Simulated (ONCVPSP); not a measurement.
## Before and after: ONCV potential for Yb

* Element: ytterbium
* Generator: ONCVPSP 4.0.1
* Type: optimised norm-conserving Vanderbilt (ONCV)
* Functional: LDA (Perdew-Wang 92)
* Relativity: fully relativistic
* Frozen core: [Kr] 4d10 4f13
* Valence charge: 11
* Reference configuration: 5s2 5p6 5d1 6s2
* Partial waves: 5s+6s: rc 1.80 bohr, ncon 4, nbas 7, qcut 7 1/bohr, 2 projectors; 5p: rc 1.45 bohr, ncon 3, nbas 8, qcut 6.6 1/bohr, 3 projectors, debl 0.9 Ha; 5d: rc 2.55 bohr, ncon 4, nbas 9, qcut 5.5 1/bohr, 2 projectors, debl 1.5 Ha
* Local potential: polynomial inside 1.25 bohr (lpopt 1, dvloc0 0 Ha)
* Core correction: none

Open shells are filled in proportion to 2j + 1.

In the p channel the program set the typed energies aside and used -1.076, 0.250, 1.150 Ha (j = l + 1/2; the other j can differ).

Change: all radii scaled by about 1.20 (s 2.16, p 1.74, d 3.06 bohr); local potential polynomial inside 1.50 bohr (lpopt 1, dvloc0 0 Ha).

Cutoffs: the cutoffs (Ha) at which the residual kinetic energy of the hardest occupied pseudo-wave falls to 1 and 0.1 mHa per electron; they do not see the model core or the augmentation charge, which bear on the density cutoff. Errors are all-electron minus pseudo energies relative to the spin-unpolarised reference configuration.

Problem. Predict the effect on cutoff, ghosts and configuration errors.

Solution. The potential gets softer (19 Ha and 63 Ha → 14 Ha and 19 Ha); the bound ghosts move from d to p; of the 3 tests that both files solve, the error grows in 0 and shrinks in 1 by more than 15 % and 0.3 meV (median size 3.4 → 3.0 meV). A larger radius leaves more room for a smooth pseudo-wave, so fewer plane waves are needed.

| quantity | base | changed |
| --- | --- | --- |
| cutoff, loose | 19 Ha | 14 Ha |
| cutoff, tight | 63 Ha | 19 Ha |
| loose cutoff by channel | s 17 Ha, p 19 Ha, d 9.8 Ha | s 13 Ha, p 14 Ha, d 8.8 Ha |
| bound ghosts | d3/2 | p1/2 |
| GHOST(+) flags under 300 eV | s at 191.7 eV | none |
| tests counted as reliable (solved cleanly; for ONCVPSP, near-neutral configurations with less than one 5d electron left out) | 3 of 4 | 3 of 4 |
| error for 5s2 5p6 5d1 6s1, meV [ΔE 7.47 eV] | +3.4 | +3.0 |
| error for 5s2 5p6 5d1 6s0, meV [ΔE 20.86 eV] | +20 | +18 |
| error for 5s2 5p6 5d2 6s1, meV [ΔE 2.81 eV] | -1.2 | +0.8 |

 A true bound ghost makes a file unfit for plane-wave use even where its test errors are small: the radial tests pick states by their node count and pass the ghost by.
